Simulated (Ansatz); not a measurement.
Geometry optimisation, RKS BHLYP-D4/def2-SVP (Ansatz 0.2.0).

input.yaml

```yaml
crystal:
  periodic: [false, false, false]
  atoms:
    - { symbol: Si, position_ang: [0.376672, -0.453029, -0.382257] }
    - { symbol: H, position_ang: [-0.443414, -0.326301, 2.153742] }
    - { symbol: F, position_ang: [1.208329, -0.015857, -1.67581] }
    - { symbol: F, position_ang: [0.096093, 0.914965, 0.417376] }
    - { symbol: O, position_ang: [-1.026923, -1.046536, -0.953617] }
    - { symbol: H, position_ang: [-1.678371, -1.405659, -0.361416] }
    - { symbol: Si, position_ang: [1.581606, -1.886368, 0.874328] }
    - { symbol: H, position_ang: [0.686186, -2.919408, 1.448959] }
    - { symbol: H, position_ang: [2.585606, -2.564232, 0.021138] }
    - { symbol: H, position_ang: [2.261842, -1.162631, 1.970001] }
    - { symbol: H, position_ang: [-0.390127, -0.982244, 2.428157] }
basis:
  gaussian: { orbitals: def2-SVP }
hamiltonian:
  xc: { name: BHLYP }
  dispersion: d4
relax:
  f_tol: 0.03
  max_steps: 50
```

Launched with:

```bash
$ ansatz run input.yaml --threads 4 --pin off --max-ram 5120MiB --backend cpu --events-out ev --progress --plain --runs-dir out
```

Question: Where does it end, and by what steps?

Answer: The forces met the threshold. The force dipped under the threshold on the way, but the program's further checks kept it going. After 28 steps the energy has fallen by 0.302 eV; H6 moved furthest, 1.65 Å.

| step | energy less start (eV) | largest force component (eV/Å) | accepted |
| --- | --- | --- | --- |
| 0 | 0.0000 | 1.488 | yes |
| 1 | -0.1462 | 0.177 | yes |
| 2 | -0.1756 | 0.187 | yes |
| 3 | -0.1829 | 0.314 | yes |
| 4 | -0.1892 | 0.121 | yes |
| 5 | -0.1935 | 0.075 | yes |
| 6 | -0.1974 | 0.179 | yes |
| 7 | -0.2014 | 0.115 | yes |
| 8 | -0.2060 | 0.084 | yes |
| 9 | -0.2080 | 0.134 | yes |
| 10 | -0.2095 | 0.100 | yes |
| 11 | -0.2112 | 0.050 | yes |
| 12 | -0.2126 | 0.194 | yes |
| 13 | -0.2139 | 0.180 | yes |
| 14 | -0.2163 | 0.111 | yes |
| 15 | -0.2180 | 0.207 | yes |
| 16 | -0.2198 | 0.215 | yes |
| 17 | -0.2219 | 0.226 | yes |
| 18 | -0.2341 | 0.387 | yes |
| 19 | -0.2495 | 0.522 | yes |
| 20 | -0.2571 | 0.293 | yes |
| 21 | -0.2839 | 0.105 | yes |
| 22 | -0.2873 | 0.408 | yes |
| 23 | -0.2975 | 0.083 | yes |
| 24 | -0.2947 | 0.139 | no |
| 25 | -0.2993 | 0.117 | yes |
| 26 | -0.3007 | 0.009 | yes |
| 27 | -0.3013 | 0.073 | yes |
| 28 | -0.3015 | 0.023 | yes |

```xyz
11
Properties=species:S:1:pos:R:3
Si 0.221 -0.617 -0.419
H -0.345 -0.095 2.847
F 1.083 0.375 -1.346
F -0.652 0.374 0.505
O -0.774 -1.509 -1.347
H -1.389 -1.099 -1.952
Si 1.592 -1.997 0.847
H 0.756 -2.879 1.690
H 2.416 -2.813 -0.073
H 2.471 -1.166 1.699
H -0.122 -0.421 3.490
```

Whether the end is a true minimum wasn't checked by a vibrational analysis.

The run took 45 s on 4 threads of Arm Neoverse V1, with other jobs on the host, peak memory 0.25 GiB.
